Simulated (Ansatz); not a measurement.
Molecule: C6H11, charge 0, multiplicity 2. It need not be the lowest isomer of its formula. 
Coordinates optimised at B3LYP-D3(BJ)/def2-TZVP (Ansatz, a first-principles code):
```xyz
17

C      2.0943    -0.8117     0.1897
C      0.6976    -0.3189     0.1350
C     -0.3972    -0.9705    -0.6471
C     -1.6511    -0.1632    -0.2701
C     -1.1106     1.2526    -0.0182
C      0.2621     1.0211     0.6430
H      2.6977    -0.4390    -0.6542
H      2.6037    -0.4849     1.1008
H      2.1416    -1.9031     0.1477
H     -0.2090    -0.8974    -1.7320
H     -0.4947    -2.0405    -0.4346
H     -2.4288    -0.1923    -1.0342
H     -2.0797    -0.5651     0.6520
H     -0.9723     1.7656    -0.9739
H     -1.7813     1.8645     0.5859
H      0.9797     1.8166     0.4086
H      0.1726     1.0188     1.7403
```
Charge 0, spin multiplicity 2.

Quantity: atomisation energy (electronic, to ground-state atoms); the coupled-cluster value holds the core correlation from cc-pwCVTZ, in eV. Correlated levels leave the core frozen unless marked. UHF or UKS for open shells. Spin-orbit coupling is left out. No relativistic terms. CBS(X,Y): correlation extrapolated as X^-3; Hartree-Fock from the larger set. [CCSD(T)-MP2]/basis is that difference in the basis named.

Level to compare with: RI-MP2/CBS(cc-pVTZ,cc-pVQZ)+[CCSD(T)-MP2]/cc-pVTZ plus the core term (Ansatz), 72.11 eV. It is a level with limits of its own, and the differences hold the functionals' basis error too.

Task: Rank these functionals by how close they come to RI-MP2/CBS(cc-pVTZ,cc-pVQZ)+[CCSD(T)-MP2]/cc-pVTZ, closest first: r2SCAN/def2-TZVPD (Ansatz); B3LYP/def2-TZVPD (Ansatz); r2SCAN0/def2-TZVPD (Ansatz).

Result: r2SCAN/def2-TZVPD (meta-GGA, 72.17 eV, difference 0.06), r2SCAN0/def2-TZVPD (hybrid meta-GGA, 71.60 eV, difference -0.51), B3LYP/def2-TZVPD (global hybrid, 71.37 eV, difference -0.74)
